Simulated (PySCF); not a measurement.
Task: Write Cartesian coordinates for InChI=1S/CH7Ge2NSi/c2-3(5)1-4/h3H,2,5H3/t3-/m0/s1 as optimised with PBE0-D3(BJ)/def2-SVP.

Result: 
```
atom  x, y, z in Å
N1     0.1892    3.2065   -0.7159
C2     0.1272    2.1780   -0.1821
Ge3    0.0213    0.4297    0.6344
Si4    1.9881   -0.7326   -0.0508
Ge5   -2.0400   -0.5557   -0.1845
H6    -0.0151    0.6899    2.1502
H7     1.9655   -2.0969    0.5569
H8     3.2072    0.0027    0.3947
H9     1.9681   -0.8457   -1.5387
H10   -2.2004   -1.9525    0.4405
H11   -1.9412   -0.6829   -1.7128
H12   -3.2351    0.3293    0.1997
```

Orientation and origin are arbitrary. Atoms count from 1 in this order. Si4 (SiH3 silicon) is tetrahedral (angles from 108.2° to 110.4°). Ge5 (germanium bonded to Ge and 3 H) is tetrahedral (angles from 108.3° to 110.3°). Ge3 (germanium bonded to C, Ge, Si and H) is distorted tetrahedral (angles from 105.3° to 113.9°).

Bonds between heavy atoms (Å): N1≡C2 1.160, C2–Ge3 1.933, Ge3–Si4 2.385, Ge3–Ge5 2.427.

The calculation used PBE0-D3(BJ)/def2-SVP geometry optimisation, gas phase (PySCF).

Point group: C1 (no symmetry element, even within 0.4 Å). No frequency check.
